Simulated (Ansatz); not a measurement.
**Question.** Name a neutral molecule of F, O, Si and H with HOMO energy (PBE0/def2-TZVPP) between -9.25 and -8.95 eV and size of the dipole moment (B3LYP/def2-TZVPP) between 1.20 and 1.50 D (Ansatz, PBE0-D4/def2-TZVP geometry).

**Answer.** `O[Si](O)(F)O[SiH3]` (-9.03 eV, 1.26 D); `F[SiH2]O[SiH3]` (-9.01 eV, 1.21 D). Other molecules can fit too; these were computed, each in one conformer that needn't be the lowest.

B3LYP here is the variant with VWN-RPA as its local correlation; programs differ in this.
